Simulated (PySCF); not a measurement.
**Excitation energy of Ni by level of theory**

Ni [Ar] 3d8 4s2 (3F) → Ni [Ar] 3d8 4s1 5s1 (5F), as a difference of total energies. Calculation: PySCF 2.14, in aug-cc-pVTZ-DK (8s7p5d3f2g, 93 functions); scalar relativity by spin-free X2C-1e. Correlated levels: valence: [Ar] frozen. The calculations carry no spin-orbit coupling.

| method | excitation energy (eV) |
| --- | --- |
| UHF | 4.635 |
| LDA | 6.250 |
| PBE | 5.935 |
| PBE0 | 5.710 |
| r2SCAN | 5.871 |
| BP86 | 6.054 |
| r2SCAN0 | 5.737 |
| LC-wPBE | 5.607 |
| PW91 | 5.968 |
| MP2 (valence) | 5.769 |
| SCS-MP2 (valence) | 5.921 |

How much does correlation contribute at MP2 (valence)?

5.769 − (4.635) = 1.134 eV, measured against UHF.

The promoted electron is Rydberg-like, and one or two diffuse shells describe it only roughly, which tends to raise the upper state.
